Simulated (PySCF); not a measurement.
# Rotational lines of CaF⁻

Lines J+1 ← J of the vibrational ground state, computed from RHF-CCSD(T) constants of CaF⁻, ¹Σ⁺ (singlet), closed shell (PySCF, no relativity, basis sets Ca aug-pcseg-1, F aug-pcseg-1; masses 39.9626 and 18.9984 u), in MHz:

```json
{"J": "5", "ν (MHz)": "109771.5"}
{"J": "6", "ν (MHz)": "128061.8"}
{"J": "7", "ν (MHz)": "146349.7"}
{"J": "8", "ν (MHz)": "164635.0"}
{"J": "9", "ν (MHz)": "182917.3"}
```

Problem. Find B0 and the effective bond length r0; with αe = 0.00255 cm⁻¹, find Re.

Solution. ν = 2B0(J+1) − 4D(J+1)³ gives B0 = 0.30516 cm⁻¹. With the reduced mass μred = 12.877 u, r0 = √(16.8576/(μred·B0)) (u, cm⁻¹, Å) = 2.0712 Å. Be = B0 + αe/2 = 0.30644 cm⁻¹ gives Re = 2.067 Å.

Correlated steps freeze 6 core orbitals. Correlated levels converge slowly with the basis: in double zeta they bind strong bonds too weakly, by up to about 1 eV, and carry superposition errors of some tenths. For an ion De counts to the pair picked by the measured ionisation energies or electron affinities, which need not be the lowest pair at this level. The CCSD T1 diagnostic is raised, a sign that a single reference may not be enough here.
